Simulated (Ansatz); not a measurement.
Wavefunction ladder for C7H19HfNO2 (`C[N](C)[Hf]([OH])([OH])[CH2]C(C)(C)C`)

```xyz
30

C    -2.044    1.272   -1.826
N    -1.929    0.156   -0.919
C    -2.104   -1.110   -1.586
Hf   -1.538    0.410    1.061
O    -1.970   -1.217    2.008
O    -2.243    2.107    1.658
C     0.689    0.683    1.245
C     1.696   -0.144    0.434
C     1.357   -1.630    0.530
C     1.659    0.283   -1.032
C     3.111    0.073    0.972
H    -1.926    2.222   -1.296
H    -3.025    1.291   -2.324
H    -1.277    1.237   -2.614
H    -2.049   -1.937   -0.874
H    -3.080   -1.170   -2.091
H    -1.331   -1.276   -2.352
H    -2.238   -1.843    2.671
H    -2.702    2.793    2.132
H     0.875    0.512    2.320
H     0.895    1.754    1.095
H     2.101   -2.240    0.008
H     0.382   -1.847    0.082
H     1.323   -1.959    1.573
H     1.912    1.343   -1.134
H     2.377   -0.291   -1.626
H     0.663    0.133   -1.456
H     3.384    1.131    0.927
H     3.182   -0.246    2.016
H     3.851   -0.492    0.396
```

Charge 0, multiplicity 1. Correlated methods include outer-core shells of Hf, which these sets cover unevenly. Hf: def2 effective core potential. The geometry is a stationary point of PBE0-D4/def2-TZVP. It is one conformer, not always the lowest. Frozen core, restricted reference, Ansatz 0.2.0.

| basis | HF (Eh) | MP2 corr. |
| --- | --- | --- |
| def2-SVP | -527.58561 | -1.80741 |
| def2-TZVPP | -528.15155 | -2.27668 |
| def2-QZVPP | -528.17484 | -2.45515 |

Estimate the CCSD correlation energy and the (T) correction in each basis where they were run (hartree).


```tsv
basis	CCSD corr.	(T)
def2-SVP	-1.91090	-0.05965
def2-TZVPP	-2.35094	-0.09683
```
